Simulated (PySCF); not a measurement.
FK (SMILES [F][K]), singlet, at a GFN2-xTB geometry (such geometries of metal compounds can be far from the true shape) (in this run its highest filled SCF level lies above zero, so its values depend strongly on the basis, on diffuse functions most of all), with bond 2-1 at 1.6 times its length; PySCF with BLYP/STO-3G.

Input for PySCF:
```python
from pyscf import gto, scf, dft

mol = gto.M(
    atom='''
K    -0.000000   -0.000000   -0.649928
F     0.000000    0.000000    2.585270
''',
    basis='sto-3g',
    charge=0,
    spin=0,
    verbose=4,
)

mf = dft.RKS(mol)
mf.xc = 'blyp'
mf = mf.newton()
mf.kernel()
mf.analyze()
```

What the program printed (banner, timings and long lists left out):

```
PySCF version 2.14.0

[INPUT] verbose = 4
[INPUT] num. atoms = 2
[INPUT] num. electrons = 28
[INPUT] charge = 0
[INPUT] spin (= nelec alpha-beta = 2S) = 0
[INPUT] symmetry False subgroup None
[INPUT] Mole.unit = angstrom
[INPUT] Symbol           X                Y                Z      unit          X                Y                Z       unit  Magmom
[INPUT]  1 K      0.000000000000   0.000000000000  -0.649928000000 AA    0.000000000000   0.000000000000  -1.228185920686 Bohr   0.0
[INPUT]  2 F      0.000000000000   0.000000000000   2.585270000000 AA    0.000000000000   0.000000000000   4.885452258054 Bohr   0.0

nuclear repulsion = 27.9702519188377
number of shells = 10
number of NR pGTOs = 54
number of NR cGTOs = 18
basis = sto-3g
ecp = {}

******** <class 'pyscf.soscf.newton_ah.SecondOrderRKS'> ********
method = SecondOrderRKS
initial guess = minao
damping factor = 0
level_shift factor = 0
DIIS = <class 'pyscf.scf.diis.CDIIS'>
diis_start_cycle = 1
diis_space = 8
diis_damp = 0
SCF conv_tol = 1e-09
SCF conv_tol_grad = None
SCF max_cycles = 50
direct_scf = True
direct_scf_tol = 1e-13
XC library pyscf.dft.libxc version 7.1.2
    S. Lehtola, C. Steigemann, M. J. T. Oliveira, and M. A. L. Marques,  SoftwareX 7, 1–5 (2018)
XC functionals = blyp
    A. D. Becke,  Phys. Rev. A 38, 3098 (1988)
    C. Lee, W. Yang, and R. G. Parr,  Phys. Rev. B 37, 785 (1988)
    B. Miehlich, A. Savin, H. Stoll, and H. Preuss,  Chem. Phys. Lett. 157, 200 (1989)
radial grids:
    Treutler-Ahlrichs [JCP 102, 346 (1995); DOI:10.1063/1.469408] (M4) radial grids

becke partition: Becke, JCP 88, 2547 (1988); DOI:10.1063/1.454033
pruning grids: <function nwchem_prune>
grids dens level: 3
symmetrized grids: False
atomic radii adjust function: <function treutler_atomic_radii_adjust>
small_rho_cutoff = 0
******** <class 'pyscf.dft.rks.RKS'> Newton solver flags ********
SCF tol = 1e-09
conv_tol_grad = None
max. SCF cycles = 50
direct_scf = True
direct_scf_tol = 1e-13
max_cycle_inner = 12
max_stepsize = 0.05
ah_start_tol = 1e+09
ah_level_shift = 0
ah_conv_tol = 1e-12
ah_lindep = 1e-14
ah_start_cycle = 1
ah_max_cycle = 40
ah_grad_trust_region = 2.5
kf_interval = 4
kf_trust_region = 5
canonicalization = True
Set conv_tol_grad to 3.16228e-05
Initial guess from minao.
tot grids = 34304
  HOMO = -0.350685287304449  LUMO = -0.0868006678977992  gap/eV = 7.18067
Initial guess E= -691.720348013271  |g|= 0.288864
macro= 0  E= -691.977513579895  delta_E= -0.257166  |g|= 0.190035  3 KF 17 JK
macro= 1  E= -691.960856475916  delta_E= 0.0166571  |g|= 0.153365  2 KF 8 JK
macro= 2  E= -691.987815939678  delta_E= -0.0269595  |g|= 0.237883  2 KF 5 JK
macro= 3  E= -691.989207743649  delta_E= -0.0013918  |g|= 0.0788015  2 KF 5 JK
macro= 4  E= -691.992100334745  delta_E= -0.00289259  |g|= 0.0373592  2 KF 5 JK
macro= 5  E= -691.992273362779  delta_E= -0.000173028  |g|= 0.000220266  2 KF 7 JK
macro= 6  E= -691.992273362781  delta_E= -2.6148e-12  |g|= 9.59163e-06  1 KF 2 JK
Canonicalize SCF orbitals
macro X = 7  E=-691.992273362781  |g|= 9.59163e-06  total 15 KF 57 JK

WARN: HOMO 0.036885624907875315 > LUMO 0.01790945051471647 was found in the canonicalized orbitals.

converged SCF energy = -691.992273362781
**** SCF Summaries ****
Total Energy =                        -691.992273362781134
Nuclear Repulsion Energy =              27.970251918837739
One-electron Energy =                -1013.379956706380881
Two-electron Energy =                  293.417431424761958
Two-electron Coulomb Energy =          337.426220421432959
DFT Exchange-Correlation Energy =      -44.008788996670972
HOMO-LUMO gap [eV] =                     7.180666243415138
**** MO energy ****
MO #1   energy= -127.334425048915  occ= 2
MO #2   energy= -23.7395783922885  occ= 2
MO #3   energy= -12.5080719341841  occ= 2
MO #4   energy= -10.0718758238459  occ= 2
MO #5   energy= -10.0718758238459  occ= 2
MO #6   energy= -10.0716048751417  occ= 2
MO #7   energy= -1.21960311806642  occ= 2
MO #8   energy= -0.73828395765751  occ= 2
MO #9   energy= -0.63437552658275  occ= 2
MO #10  energy= -0.634375526582651 occ= 2
MO #11  energy= -0.631984021939392 occ= 2
MO #12  energy= -0.0260999418534559 occ= 2
MO #13  energy= 0.0368856249049384 occ= 2
MO #14  energy= 0.0368856249078753 occ= 2
MO #15  energy= 0.0179094505147165 occ= 0
MO #16  energy= 0.171691317845141  occ= 0
MO #17  energy= 0.17169131784564   occ= 0
MO #18  energy= 0.198722643589854  occ= 0
 ** Mulliken pop on meta-lowdin orthogonal AOs  **
 ** Mulliken pop  **
pop of  0 K 1s            1.99999
pop of  0 K 2s            2.00000
pop of  0 K 3s            1.99919
pop of  0 K 4s            0.76702
pop of  0 K 2px           1.99990
pop of  0 K 2py           1.99990
pop of  0 K 2pz           1.99990
pop of  0 K 3px           1.99745
pop of  0 K 3py           1.99745
pop of  0 K 3pz           1.99749
pop of  0 K 4px           0.01235
pop of  0 K 4py           0.01235
pop of  0 K 4pz           0.01960
pop of  1 F 1s            2.00000
pop of  1 F 2s            1.99782
pop of  1 F 2px           1.99030
pop of  1 F 2py           1.99030
pop of  1 F 2pz           1.21899
 ** Mulliken atomic charges  **
charge of    0K =      0.19740
charge of    1F =     -0.19740
Dipole moment(X, Y, Z, Debye): -0.00000, -0.00002, -4.36080
```
